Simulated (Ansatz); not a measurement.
Coupled-cluster diagnostics for AsH2(iPr) (C₃H₉As), Ansatz.

Geometry of the singlet (r2SCAN-D4/def2-SVP):

```xyz
13

As    1.5012   -1.1929   -0.2928
H     0.9491   -2.0622   -1.4202
H     2.3283   -0.3651   -1.2736
C    -0.0568    0.0707   -0.2625
C     0.3258    1.3235    0.5199
C    -1.2667   -0.6355    0.3418
H    -0.2770    0.3446   -1.3078
H     1.1831    1.8478    0.0682
H     0.5924    1.0779    1.5623
H    -0.5190    2.0334    0.5535
H    -2.1358    0.0445    0.3768
H    -1.5618   -1.5226   -0.2410
H    -1.0629   -0.9640    1.3755
```

Correlated methods freeze 12 core orbitals; core or outer-core shells of As are correlated, in sets that lack core-valence functions.

Question: Estimate the CCSD(T) correlation energy, the shares of MP2 and (T), T1 and the reference's ⟨S²⟩ for: charge 0, singlet, own geometry in def2-TZVP; and the rough time on 4 threads of Arm Neoverse V1 on a shared host.

Answer: 
```json
{"state": "charge 0, singlet, own geometry", "basis": "def2-TZVP", "correlation (eV)": "-23.677", "MP2 share (%)": "90.7", "(T) share (%)": "3.7", "T1": "0.010", "⟨S²⟩ (pure)": "0.00 (0.00)", "wall time": "83 s"}
```
Customary marks for T1 are 0.02 (closed shells), 0.045 (open shells) and about 0.05 (3d metals). T1 stays under 0.02 throughout.
